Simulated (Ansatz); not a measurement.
`FC#C[SeH]` and `BCC#CF` differ in one atom or group.

Ansatz, PBE0-D4/def2-TZVP geometries, multiplicity 1. Each molecule was computed in one conformer, which needn't be the lowest.

Scalar relativity is left out up to krypton. Spin–orbit coupling is left out; it splits and shifts lone-pair levels of the heavy atoms by tenths of an eV.

```
                                        property  `FC#C[SeH]`
              HOMO energy (PBE0/def2-TZVPP) / eV        -6.74
           HOMO energy (ωB97M-V/def2-TZVPP) / eV        -8.85
             HOMO–LUMO gap (PBE/def2-TZVPP) / eV         4.30
  size of the dipole moment (PBE/def2-TZVPP) / D         0.66
           LUMO energy (ωB97M-V/def2-TZVPP) / eV         1.62
size of the dipole moment (B3LYP/def2-TZVPP) / D         0.77
```

(1) Give the same properties after the change, and the shifts. (An estimate is asked.)

## Answers

(1) Computed: 
| property | `BCC#CF` | shift |
| --- | --- | --- |
| HOMO energy (PBE0/def2-TZVPP) / eV | -7.48 | -0.74 |
| HOMO energy (ωB97M-V/def2-TZVPP) / eV | -9.74 | -0.89 |
| HOMO–LUMO gap (PBE/def2-TZVPP) / eV | 3.54 | -0.76 |
| size of the dipole moment (PBE/def2-TZVPP) / D | 1.12 | 0.46 |
| LUMO energy (ωB97M-V/def2-TZVPP) / eV | 0.33 | -1.29 |
| size of the dipole moment (B3LYP/def2-TZVPP) / D | 1.27 | 0.50 |

With PBE0 the HOMO falls by 0.74 eV and the LUMO falls by 1.25 eV, so the gap narrows by about 0.51 eV. PBE moves the HOMO by -0.61 eV and ωB97M-V by -0.89 eV. The zero-point energy changes by 104.2 kJ/mol with +12 modes. Dipoles are sizes alone; their direction can turn.

B3LYP here is the variant with VWN-RPA as its local correlation; programs differ in this.
